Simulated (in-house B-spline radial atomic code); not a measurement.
**Binding energies in Yb¹⁰⁺**

NIST's tabulated ground configuration is [Kr] 4d10 4f12 5s2; each binding energy is the energy of the ion with one electron taken from that subshell, relaxed, less that of the parent. All numbers are computed (Dirac-Hartree-Fock, average of configuration; Fermi nucleus of rms radius 5.3108 fm) with a B-spline radial code for spherical atoms, not measured. Energies include first-order Breit, QED and recoil terms.

```csv
subshell,X-ray name,binding energy (eV),-ε (eV),relaxation (eV)
1s,K,61519.5,61888.3,78.7
2s,L1,10683.3,10762.8,44.6
2p1/2,L2,10167.4,10250.5,48.8
2p3/2,L3,9132.1,9200.9,46.2
3s,M1,2590.3,2620.0,22.8
3p1/2,M2,2364.2,2394.4,23.7
3p3/2,M3,2141.4,2167.7,22.4
3d3/2,M4,1762.6,1789.8,24.8
3d5/2,M5,1715,1740.9,24.3
4s,N1,676.5,685.1,7.0
4p1/2,N2,583.9,592.0,6.8
4p3/2,N3,533.3,540.1,6.0
4d3/2,N4,381.5,387.4,5.6
4d5/2,N5,372.2,377.7,5.3
5s,O1,214.3,215.2,0.6
4f,"N6,7",184.4,188.6,4.3
```

Relaxation = -ε minus the binding energy without Breit, QED and recoil terms.

Emission lines follow as differences of binding energies, with λ = 12398.42 eV·Å / E:

```
 line          holes  energy (eV)  wavelength (Å)
 K-L3     1s → 2p3/2      52387.4         0.23667
 K-L2     1s → 2p1/2      51352.1         0.24144
 K-M3     1s → 3p3/2      59378.1          0.2088
L3-M5  2p3/2 → 3d5/2       7417.1          1.6716
L2-M4  2p1/2 → 3d3/2       8404.8          1.4752
L1-M3     2s → 3p3/2       8541.9          1.4515
L3-M1     2p3/2 → 3s       6541.8          1.8953
L2-N4  2p1/2 → 4d3/2       9785.9           1.267
```

What screening constant σ does Moseley's law, E = (3/4)·13.6057 eV·(Z - σ)², need for K-L3?

σ = -1.65.

Moseley's non-relativistic formula needs a falling, then negative, screening constant for heavy elements, because relativity binds the 1s electron more strongly than the formula allows.

What does it cost to remove two 4s electrons?

1389.9 eV, which is 36.81 eV more than the two single binding energies together.

What does it cost to remove both a 2s and a 4d3/2 electron?

11105 eV, which is 40.55 eV more than the two single binding energies together.

What does it cost to remove both a 2p3/2 and a 4s electron?

9851.7 eV, which is 43.09 eV more than the two single binding energies together.
